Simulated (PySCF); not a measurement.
Vibration and rotation of H₂

RHF-CCSD(T) constants of H₂, singlet, closed shell (H 3-21G; no relativity (PySCF 2.14); masses 1.0078 and 1.0078 u):

| Quantity | Value |
| --- | --- |
| ωe | 4382.8 cm⁻¹ |
| ωexe | 140.0 cm⁻¹ |
| Be | 59.504 cm⁻¹ |
| αe | 3.18 cm⁻¹ |
| De to H + H | 4.23 eV |

(1) What force constant and bond length do these constants imply?

(2) Estimate the centrifugal constant D from the Kratzer relation and find the Dunham coefficient a1.

Correlated steps freeze no core orbitals. Where the molecule has an RHF reference, its open-shell atoms are computed with UHF. 3-21G is very small, so such numbers show the basis as much as the molecule.

Results:

(1) Reduced mass μred = 0.50391 u; k = 5.8918×10⁻⁷·μred·ωe² (u, cm⁻¹, mdyn/Å) = 5.70 mdyn/Å; Re = √(16.8576/(μred·Be)) (u, cm⁻¹, Å) = 0.750 Å.

(2) D = 4Be³/ωe² = 0.0439 cm⁻¹; a1 = −1 − αeωe/(6Be²) = -1.66.
